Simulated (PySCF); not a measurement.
CH5AlOSe, SMILES [O](C)[AlH][SeH].

The structure is a stationary point at ωB97X-D3(BJ)/def2-SVP. The structure was generated by enumeration; whether it is a known compound was not checked. One conformer was computed; it need not be the lowest.

All values below come from ωB97X-D3(BJ)/def2-SVP (PySCF).

Frequencies are harmonic and unscaled.

Computed vibrational spectrum:
```
mode  ν (cm⁻¹)  IR (km/mol)  Raman (Å⁴/amu)  depolarisation  moving atoms (share of kinetic energy)
----  --------  -----------  --------------  --------------  --------------------------------------
1           59          0.1             0.3            0.75                                  H 98 %
2           66          4.1             0.9            0.67         C 47 %, H 23 %, Se 19 %, Al 9 %
3          128         15.4             1.8            0.75                   O 45 %, H 38 %, C 9 %
4          224         11.1             0.3            0.75        O 59 %, Al 16 %, H 12 %, Se 10 %
5          232          0.0             3.6            0.75                  H 79 %, O 12 %, Al 8 %
6          398         20.7            13.6            0.19                Al 60 %, Se 22 %, H 14 %
7          478        125.9             2.1            0.75                         H 82 %, Al 15 %
8          588         61.4             7.4            0.75                          H 86 %, Al 8 %
9          656         94.9            11.2            0.75                                  H 85 %
10         759        190.5             7.7            0.10         Al 47 %, O 19 %, H 17 %, C 17 %
11        1191         32.0             3.0            0.75                  H 68 %, C 22 %, O 10 %
12        1196          0.6             1.5            0.75                          H 77 %, C 19 %
13        1264        306.7             2.5            0.20                  O 56 %, C 31 %, H 10 %
14        1483          1.4            15.7            0.75                                  H 97 %
15        1489          3.0            19.3            0.66                                  H 93 %
16        1497         18.6            13.2            0.75                           H 91 %, C 9 %
17        2015        167.8           151.5            0.19                                  H 96 %
18        2497         10.0           157.6            0.32                                  H 99 %
19        3019         71.8           132.5            0.01                                  H 97 %
20        3102         54.4            82.9            0.45                           H 91 %, C 9 %
21        3123         35.0           114.3            0.75                          H 90 %, C 10 %
```
